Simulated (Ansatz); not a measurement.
`C[N](C)[Ge][Cl]` + H₂S → `[SH][Ge][Cl]` + dimethylamine at 700 K and 1 bar (ligand exchange at a Ge–N bond).

Isolated molecules relaxed with PBE0-D4/def2-TZVP in Ansatz; ΔE leaves out vibrations. CCSD(T)/CBS adds triple-zeta CCSD(T) − MP2 to the extrapolated MP2 energy (def2 sets, frozen cores). This one scheme is used for every species. For Ge outer-core shells are correlated without core-valence functions, which leaves a few kJ/mol of doubt a bond. Scalar relativity is left out up to krypton. One conformer a species, not always the lowest.

| species | CCSD(T)/CBS energy (Eh) | H − E (kJ/mol) | S (J/(mol·K)) |
| --- | --- | --- | --- |
| `C[N](C)[Ge][Cl]` | -2670.35761 | 295.9 | 469.4 |
| H₂S | -398.97279 | 64.8 | 236.9 |
| `[SH][Ge][Cl]` | -2934.32884 | 70.4 | 367.1 |
| `CNC` | -135.00321 | 296.9 | 352.4 |

H − E and S are ideal-gas, rigid-rotor, harmonic terms from PBE0-D4/def2-TZVP, for one conformer and one mirror image of each species. 1 Eh = 2625.50 kJ/mol, R = 8.31446 J/(mol·K).

Task: By hand: ΔE, ΔH, ΔS and ΔG.

Result: ΔE = (-2934.32884) + (-135.00321) − (-2670.35761) − (-398.97279) = -0.00165 Eh = -4.3 kJ/mol. Δ(H − E) = 70.4 + 296.9 − 295.9 − 64.8 = 6.6, so ΔH = 2.3 kJ/mol. ΔS = 367.1 + 352.4 − 469.4 − 236.9 = 13.2 J/(mol·K). ΔG = 2.3 − 700 × (13.2)/1000 = -6.9 kJ/mol.

Task: By hand: the equilibrium constant, and the temperature at which ΔG would vanish if ΔH and ΔS stayed fixed.

Result: log₁₀ K = −ΔG/(RT ln 10) = 0.5. ΔG = 0 at ΔH/ΔS = 174 K, though so small a ΔH makes that figure unsure.

TΔS isn't small against ΔH here. A doubt of 5 kJ/mol in ΔE shifts log₁₀ K by 0.4 here. Other conformers and mirror images would add mixing entropy, several J/(mol·K) or more a flexible species. These are equilibria of isolated gas molecules and say nothing of rates. Largest T1 diagnostic: 0.014 (customary marks: 0.02 for closed shells, 0.045 for open ones).
